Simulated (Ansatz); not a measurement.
Abridged output of a molecular run in Ansatz:

```
Functional definition: HF
752 factors; integrals over basis functions are off by at most 1.5e-3 eV
mean field evaluation 1: about -64569.7812 eV, gradient 8.5e0 eV
mean field evaluation 2: about -64569.8043 eV, gradient 8.5e0 eV
mean field evaluation 4: about -64570.5619 eV, gradient 1.6e0 eV
mean field evaluation 8: about -64570.6014 eV, gradient 2.5e-1 eV
mean field evaluation 16: about -64570.6038 eV, gradient 2.6e-6 eV
mean field -64570.60379675 eV, -2372.9259220034 hartree, gradient 2.6e-6 eV, S^2 0.755259; 0 other end points of the search recorded, 0 dependent functions left out
13 core orbitals not correlated: weight in the atoms' cores, before any rotation towards them, 1.000 or more for the frozen orbitals, at most 0.000 for the correlated occupied ones
reference -64570.60379675 eV, -2372.9259220034 hartree; 17, 16 occupied and 38, 39 virtual orbitals, 752 factors
second order -9.06736910 eV of doubles, -0.00000000 eV of singles
cycle   1  -9.12353128 eV  change   -5.6e-2 eV  update   7.6e-2
cycle   2  -9.42873623 eV  change   -3.1e-1 eV  update   2.5e-2
cycle   3  -9.46604040 eV  change   -3.7e-2 eV  update   1.3e-2
cycle   4  -9.46224844 eV  change    3.8e-3 eV  update   5.2e-3
cycle   5  -9.46312571 eV  change   -8.8e-4 eV  update   2.5e-3
cycle   6  -9.46257604 eV  change    5.5e-4 eV  update   1.0e-3
cycle   7  -9.46282816 eV  change   -2.5e-4 eV  update   3.4e-4
cycle   8  -9.46286548 eV  change   -3.7e-5 eV  update   1.1e-4
cycle   9  -9.46286045 eV  change    5.0e-6 eV  update   4.5e-5
cycle  10  -9.46285166 eV  change    8.8e-6 eV  update   1.8e-5
perturbative correction -0.25343862 eV, -0.0093136973 hartree
Total energy: -64580.32008703 eV, -2373.2829890851 hartree
Checks for a lower state left out: cluster_reference
```

Its atoms:

Z-matrix (Å, degrees):
```
Ge
I 1 2.509
H 1 1.546 2 107.7
H 1 1.546 2 107.7 3 119.8
```

Problem. Which basis set was used?
A. def2-TZVPP
B. def2-SVP
C. def2-SVPD
D. cc-pV(T+d)Z

Solution. B. It gives 68 functions.

Problem. Write the keys of the input that set method, charge and spin (a neutral closed shell needs none for the last two).

Solution. 
```yaml
magnetization: {spin_polarized: true, initial_magnetization: 1}
correlation: {method: ccsd_t}
scf: {omitted_lower_state_checks: [cluster_reference]}
```
